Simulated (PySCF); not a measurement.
## Spin-rotation constants: `InChI=1S/C7H3F2N/c1-4-5(2-8)6(3-10)7(4)9/h2H,1H2/b5-2-`

Cartesian coordinates in Å; atom numbers follow the order of the lines, from 1:
```xyz
13

C     2.2517   -0.3242    0.1823
C     1.0031    0.1064    0.1024
C     0.3223    1.4023    0.1524
F     0.7809    2.6302    0.3036
C    -0.9238    0.8725   -0.0117
C    -2.2235    1.3718   -0.0904
N    -3.2940    1.7796   -0.1567
C    -0.3500   -0.4984   -0.0782
C    -0.8129   -1.7264   -0.2294
F    -2.1157   -1.9891   -0.3755
H     2.4920   -1.3704    0.1128
H     3.0686    0.3637    0.3201
H    -0.2029   -2.6176   -0.2496
```

Computed, not measured: PySCF, GIAO B3LYP/STO-3G magnetisability, rotational g tensor and spin-rotation constants, non-relativistic, gas phase. Geometry: GFN2-xTB.

Question: Give the nuclear spin-rotation constants along the inertial axes (H = +C I·J) beside the isotropic shieldings.

Answer: Rotational constants 1.5725, 1.2600, 0.6995 GHz. A star marks the isotopologue with that one atom substituted, in its own axes.
```tsv
atom	isotope	Caa (kHz)	Cbb (kHz)	Ccc (kHz)	mean (kHz)	σ (ppm)
F4	19F	2.476	2.300	-0.106	1.557	272.8
N7	14N	0.164	0.116	0.115	0.131	48.6
F10	19F	2.464	1.690	-0.251	1.301	314.5
H11	1H	-0.146	0.080	-0.084	-0.050	27.8
H12	1H	0.114	-0.128	-0.084	-0.032	27.7
H13	1H	-0.159	0.105	-0.083	-0.045	26.9
C1	13C*	0.388	0.313	0.028	0.243	140.1
C2	13C*	0.451	0.354	0.063	0.289	113.8
C3	13C*	0.380	0.434	0.096	0.303	98.5
C5	13C*	0.306	0.363	0.055	0.241	135.2
C6	13C*	0.234	0.135	0.176	0.181	146.9
C8	13C*	0.429	0.314	0.045	0.262	130.2
C9	13C*	0.333	0.376	0.081	0.263	119.8
```
For the geometry as given, no vibrational averaging.
